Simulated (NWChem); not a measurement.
# GeH₄Se; SMILES [GeH3][SeH]

Program: NWChem. Pople sets run with spherical d functions. Geometry: optimised at PBE0/def2-SVP.

Question: Predict the results for LC-BLYP (range parameter 0.33 per bohr)/6-31G*. Quantities: highest occupied level (eV); orbital gap (eV); dipole (D).

Answer: 
* **highest occupied level (eV)**: -8.99
* **orbital gap (eV)**: 10.47
* **dipole (D)**: 1.48
